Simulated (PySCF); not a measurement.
Te(H)(Et) (C2H6Te), SMILES [TeH]CC.

Coordinates come from a B3LYP-D3(BJ)/def2-SVP optimisation. The def2 effective core potentials stand for the cores of Te; spin–orbit coupling is left out.

Computed with B3LYP-D3(BJ)/def2-SVP (PySCF 2.14.0).

Frequencies are harmonic and unscaled.

| mode | ν (cm⁻¹) | IR (km/mol) | Raman (Å⁴/amu) | depolarisation | moving atoms (share of kinetic energy) |
|---|---|---|---|---|---|
| 1 | 136 | 0.4 | 10.5 | 0.73 | H 94 % |
| 2 | 246 | 0.0 | 1.7 | 0.37 | H 65 %, C 30 % |
| 3 | 256 | 0.1 | 1.9 | 0.38 | H 54 %, C 38 % |
| 4 | 479 | 0.5 | 29.2 | 0.30 | C 64 %, H 27 %, Te 9 % |
| 5 | 600 | 3.5 | 14.3 | 0.58 | H 92 %, C 8 % |
| 6 | 753 | 13.8 | 5.5 | 0.74 | H 87 %, C 13 % |
| 7 | 970 | 5.8 | 4.4 | 0.72 | H 71 %, C 29 % |
| 8 | 990 | 8.3 | 8.6 | 0.75 | H 84 %, C 16 % |
| 9 | 1063 | 1.2 | 5.9 | 0.73 | C 64 %, H 36 % |
| 10 | 1219 | 56.4 | 19.1 | 0.35 | H 74 %, C 26 % |
| 11 | 1247 | 0.6 | 3.2 | 0.74 | H 78 %, C 22 % |
| 12 | 1395 | 2.8 | 7.8 | 0.64 | H 81 %, C 19 % |
| 13 | 1450 | 0.9 | 12.3 | 0.75 | H 90 %, C 10 % |
| 14 | 1463 | 9.3 | 17.6 | 0.75 | H 97 % |
| 15 | 1471 | 1.7 | 13.2 | 0.74 | H 96 % |
| 16 | 2095 | 69.2 | 168.5 | 0.33 | H 99 % |
| 17 | 3019 | 32.1 | 226.2 | 0.11 | H 97 % |
| 18 | 3073 | 6.8 | 120.3 | 0.17 | H 94 % |
| 19 | 3098 | 19.6 | 115.3 | 0.61 | H 91 %, C 9 % |
| 20 | 3118 | 5.2 | 95.6 | 0.73 | H 90 %, C 10 % |
| 21 | 3144 | 11.1 | 31.4 | 0.67 | H 90 %, C 10 % |
